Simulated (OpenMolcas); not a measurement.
Bi⁺: effect of the basis set

- Program: OpenMolcas 26.06
- Method: CASSCF
- Active space: 2 electrons in 3 orbitals (6p)
- State averaging: 2S+1 = 3 even, 3 roots; 2S+1 = 1 even, 6 roots
- Spin-orbit coupling: RASSI with atomic mean-field integrals over the reference wave functions, term energies averaged over their components

A. ANO-R1 [7s6p4d2f], X2C, finite nucleus; cost roughly 3 core-seconds
B. ANO-RCC-VDZP [7s6p4d2f1g], DKH2, point nucleus; cost roughly 2.4 core-seconds
C. ANO-R2 [8s7p5d3f1g], X2C, finite nucleus; cost roughly 6 core-seconds
D. ANO-RCC-VTZP [8s7p5d3f2g], DKH2, point nucleus; cost of the order of 2.5 core-seconds
E. ANO-R3 [9s8p6d3f2g1h], X2C, finite nucleus; cost roughly 4 core-seconds
F. ANO-RCC-VQZP [9s8p6d4f3g], DKH2, point nucleus; cost roughly 7 core-seconds

Energies in eV above 6s² 6p² ³P₀, the measured ground level; measured values from NIST Handbook of Basic Atomic Spectroscopic Data.

```tsv
Level	A	B	C	D	E	F	Measured
6s² 6p² ³P₀	0.0000	0.0000	0.0000	0.0000	0.0000	0.0000	0.0000
6s² 6p² ³P₁	1.3466	1.4398	1.2982	1.3160	1.3202	1.3111	1.6521
6s² 6p² ³P₂ [60 %]	1.9412	2.0433	1.8861	1.9087	1.9166	1.9007	2.1117
6s² 6p² ¹D₂ [60 %]	3.8139	3.9937	3.7293	3.7668	3.7790	3.7563	4.2079
6s² 6p² ¹S₀	5.4497	5.5977	5.3891	5.4263	5.4391	5.4169	5.4768
```

Deviations, from unrounded energies. A percentage is the sum of absolute deviations over the sum of measured energies, with the sign that they share, or ± where signs differ.

```csv
Against measurement,Levels,A,B,C,D,E,F
mean absolute deviation (cm-1),4,1800,1200,2300,2100,2000,2100
fine structure of the ground term (%),2,-12.6,-7.5,-15.4,-14.3,-14.0,-14.7
other terms of the ground configuration (%),2,-4.3,±3.5,-5.8,-5.1,-4.8,-5.3
```

B lies closest to measurement on these levels and C furthest from it. The largest miss of B in the table is 6s² 6p² ¹D₂ [60 %], by -1700 cm-1. The ranking rests on the paired levels alone, and a cruder setting can come out closer through cancelling errors.

Among A to F the level of the table that moves most is 6s² 6p² ¹D₂ [60 %], by 2100 cm-1 (lowest in C, highest in B).

Spin-orbit splittings of 6p shells tend to come out small when the coupling is added on scalar orbitals. With the s shell closed, the reference lacks s² → p² mixing. Measured partners are found by configuration, term and J. A level has none where our copy of the source lacks it or the pairing is in doubt (some pairs that miss far off the trend of their configuration count as doubtful), and it then counts in no deviation. Where the source uses jj or jK labels, the order within each J decides. Levels of configurations outside the active space are missing.

A share in square brackets marks a mixed level and gives the weight of the term that names it, the lowest over the columns.
